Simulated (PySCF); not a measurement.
C7H9O (SMILES C[OH+]c1ccccc1), charge +1, singlet, geometry from GFN2-xTB. Base run: PBE/STO-3G run with PySCF.

Input for PySCF:
```python
from pyscf import gto, scf, dft

mol = gto.Mole()
mol.atom = '''
    C     2.68581111    0.47233117   -0.23426577
    O     1.70989725    0.21900805    0.81386579
    C     0.34471567    0.03250646    0.32907195
    C     0.01222459   -1.19816702   -0.20327298
    C    -1.28799653   -1.38978475   -0.64407141
    C    -2.21537241   -0.36423910   -0.54765958
    C    -1.85671093    0.86026071   -0.00676033
    C    -0.56031393    1.07014763    0.43843242
    H     3.66463036    0.55667222    0.23538758
    H     2.67916004   -0.38406176   -0.90637054
    H     2.44929023    1.37869168   -0.79224115
    H     1.70573102    0.97635760    1.43676038
    H     0.74141377   -1.99032729   -0.25934878
    H    -1.57168239   -2.34338551   -1.05898733
    H    -3.22491764   -0.52078929   -0.89251364
    H    -2.58071358    1.65504338    0.07210182
    H    -0.27623520    2.02140386    0.86543975
'''
mol.basis = 'sto-3g'
mol.charge = 1
mol.verbose = 4
mol.build()

mf = dft.RKS(mol)
mf.xc = 'pbe'
mf.kernel()
mf.analyze()
```

The base run was repeated with changes; each row names its change, and settings that it needs were set with it.

```csv
change,ΔE vs base (mEh),SCF cycles,outcome
base,0.000,10,converged
conv_tol_grad = 1e-7,0.000,15,converged
conv_tol = 1e-4,0.010,6,converged
diis_space = 12,0.000,10,converged
level_shift = 0.3 (with mf.max_cycle = 100),0.000,13,converged
conv_tol = 1e-6,0.000,8,converged
init_guess = 1e,-,50,not converged
level_shift = 0.1 (with mf.max_cycle = 100),0.000,10,converged
conv_tol = 1e-12,0.000,14,converged
diis = off; damp = 0.6 (with mf.diis_start_cycle = 200; with mf.max_cycle = 150),0.000,16,converged
conv_tol_grad = 1e-3,0.000,10,converged
solver = newton; init_guess = 1e,0.000,-,converged
conv_tol = 1e-11,0.000,14,converged
```
